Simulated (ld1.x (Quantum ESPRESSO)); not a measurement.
# Before and after: RRKJ potential for cobalt

```json
{
 "Element": "Co (Z = 27)",
 "Generator": "ld1.x (Quantum ESPRESSO) 7.5",
 "Type": "norm-conserving RRKJ (Kleinman–Bylander form)",
 "Functional": "PBEsol",
 "Relativity": "scalar-relativistic",
 "Frozen core": "[Ne]",
 "Valence charge": "17",
 "Reference configuration": "3s2 3p6 3d7 4s2 4p0",
 "Partial waves": "3s (bound): rc 0.70 bohr; 3p (bound): rc 1.20 bohr; 3d (bound): rc 1.05 bohr",
 "Local potential": "the d channel",
 "Core correction": "none",
 "rho0": "0.02"
}
```

Occupied shells without a wave of their own: 4s. They enter only through the test configuration that unscreens the potential.

Change: all radii scaled by about 1.06 (s 0.74, p 1.28, d 1.12 bohr).

Cutoffs: the cutoffs (Ry, on a coarse ladder) from which the occupation-weighted sum of valence levels, in a spherical-Bessel basis at the reference potential, stays within 10 and 1 mRy of its value at 400 Ry; they do not see the model core or the augmentation charge, which bear on the density cutoff. Errors are all-electron minus pseudo energies relative to the spin-unpolarised reference configuration.

Predict the effect on cutoff, ghosts and configuration errors.

Of the 7 tests that both files solve, the error grows in 7 and shrinks in 0 by more than 15 % and 0.3 meV (median size 10.4 → 68.0 meV); neither file shows a bound ghost. More of the atom is replaced by a form fitted at one configuration, so other configurations suffer.

```csv
quantity,base,changed
"cutoff, loose",300 Ry,260 Ry
"cutoff, tight",over 300 Ry,over 300 Ry
bound ghosts,none,none
"largest miss of a reference level, eV",0.01,0.05
"error for 3s2 3p6 3d7 4s1 4p0, meV [ΔE 9.05 eV]",+13,+68
"error for 3s2 3p6 3d7 4s0 4p0, meV [ΔE 25.74 eV]",+29,+170
"error for 3s2 3p6 3d6 4s0 4p0, meV [ΔE 61.58 eV]",+10,+215
"error for 3s2 3p6 3d7.5 4s1.5 4p0, meV [ΔE -0.96 eV]",+5.1,+23
"error for 3s2 3p6 3d8 4s0 4p0, meV [ΔE 6.42 eV]",+26,+110
"error for 3s2 3p6 3d7 4s1.5 4p0, meV [ΔE 3.61 eV]",+5.8,+30
"error for 3s2 3p6 3d7 4s1 4p1, meV [ΔE 4.38 eV]",-7.3,+24
```

Changed file: The 4s level has no wave, so the channel is fitted at the deeper level alone: the likely source of the large errors.
